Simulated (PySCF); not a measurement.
**Radial density of Rh (rhodium, neutral)**

UHF, [Kr] 4d8 5s1, high-spin 4F determinant. Calculation: PySCF 2.14, in x2c-TZVPall (8s6p6d1f, 63 functions); scalar relativity by spin-free X2C-1e.

| r (bohr) | 4πr²ρ (e/bohr) | 4πr²(ρα − ρβ) |
| --- | --- | --- |
| 0.0349 | 51.64 | -0.0014 |
| 0.0586 | 52.89 | 0.0045 |
| 0.0986 | 71.93 | 0.0635 |
| 0.166 | 50.93 | 0.2377 |
| 0.279 | 55.43 | 0.3111 |
| 0.469 | 32.41 | -0.0051 |
| 0.790 | 14.74 | 0.8789 |
| 1.33 | 10.83 | 1.4154 |
| 2.23 | 2.432 | 0.7549 |
| 3.76 | 0.4395 | 0.2985 |
| 6.32 | 0.04293 | 0.0409 |
| 10.6 | 0.0001695 | 0.0002 |

Densities and radii are taken from the X2C orbitals without a picture-change correction, which distorts them close to the nucleus.

Problem. Where is the radial spin density 4πr²(ρα − ρβ) most negative, and why is it negative at all?

Solution. Around r = 0.469 bohr, down to -0.0051 e/bohr: exchange with the open shell polarises the paired shells in an unrestricted calculation.
